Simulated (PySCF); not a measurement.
## Pr⁺: excitation energy

Pr⁺ [Xe] 4f3 6s1 (high-spin determinant) → Pr⁺ [Xe] 4f2 5d1 6s1 (high-spin determinant), as a difference of total energies. All numbers are calculated (PySCF 2.14, the spin-free X2C one-electron Hamiltonian (Gaussian nucleus), in ANO-RCC-VTZP). Correlated levels: valence: [Kr] 4d10 frozen; valence and next inner shell: [Ar] 3d10 frozen. The calculations carry no spin-orbit coupling.

```json
{"method": "UHF", "excitation energy (eV)": "-0.058"}
{"method": "LDA", "excitation energy (eV)": "2.061"}
{"method": "PBE", "excitation energy (eV)": "1.933"}
{"method": "PBE0", "excitation energy (eV)": "1.489"}
{"method": "r2SCAN", "excitation energy (eV)": "1.965"}
{"method": "MP2 (valence)", "excitation energy (eV)": "0.664"}
{"method": "SCS-MP2 (valence)", "excitation energy (eV)": "0.432"}
{"method": "MP2 (valence and next inner shell)", "excitation energy (eV)": "0.694"}
{"method": "SCS-MP2 (valence and next inner shell)", "excitation energy (eV)": "0.481"}
```

Problem. How much does correlation contribute at MP2 (valence and next inner shell)?

Solution. 0.694 − (-0.058) = 0.752 eV, measured against UHF.

A first-order spin-orbit estimate (lowest level to lowest level, LS coupling) adds -0.073 eV.

The determinant of the upper state and of the lower state mixes LS terms, which raises its energy above the lowest term, most at the Hartree-Fock and MP2 levels.
